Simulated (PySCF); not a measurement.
Species: Ir(PF3)4 (doublet state).
Bonds: Ir1–P2, Ir1–P6, Ir1–P10, Ir1–P14, P2–F3, P2–F4, P2–F5, P6–F7, P6–F8, P6–F9, P10–F11, P10–F12, P10–F13, P14–F15, P14–F16, P14–F17.

Theory: PySCF 2.14.0, PBE0-D3(BJ)/def2-SVP geometry optimisation, gas phase, def2 core potentials past Kr.

(1) What internal coordinates does the optimisation give?

Results:

(1) 
| bond | length (bohr) |
| --- | --- |
| Ir1–P2 and 3 like bonds | 4.195 |
| P2–F3 and 11 like bonds | 2.992 |

Bonds in one row agree within 0.02 bohr and their mean is given. A selection of angles:
| angle | degrees |
| --- | --- |
| P2–Ir1–P6 | 99.3 |
| P2–Ir1–P10 | 100.7 |
| P2–Ir1–P14 | 130.8 |
| P6–Ir1–P10 | 133.3 |
| P10–Ir1–P14 | 98.3 |
| Ir1–P2–F3 | 119.8 |
| Ir1–P2–F4 | 116.4 |
| Ir1–P2–F5 | 122.0 |
| F3–P2–F4 | 98.0 |
| Ir1–P6–F9 | 117.1 |
| F8–P6–F9 | 98.5 |
| Ir1–P14–F15 | 122.7 |

Torsions: P6–Ir1–P2–F3 -15° (synperiplanar); P2–Ir1–P6–F7 89° (synclinal); P2–Ir1–P10–F11 -162° (antiperiplanar); P2–Ir1–P14–F15 -150°. The mirror-image conformer, all signs reversed, is as good.

P2 (phosphorus bonded to 3 F and Ir) is distorted tetrahedral (angles from 97.6° to 122.0°). All 12 F–P bonds measure 1.582 to 1.584 Å. Ir1 (iridium bonded to 4 P) has angles from 98.3° to 133.3°.

No PBE0-D3(BJ)/def2-SVP frequencies stand behind this structure, so it isn't proved a minimum. ⟨S²⟩ = 0.754 (exact for a doublet: 0.75).

For an open-shell metal species like this, the optimisation's SCF solution wasn't tested for stability and no frequencies at its level were run, so a lower state or another shape may exist.
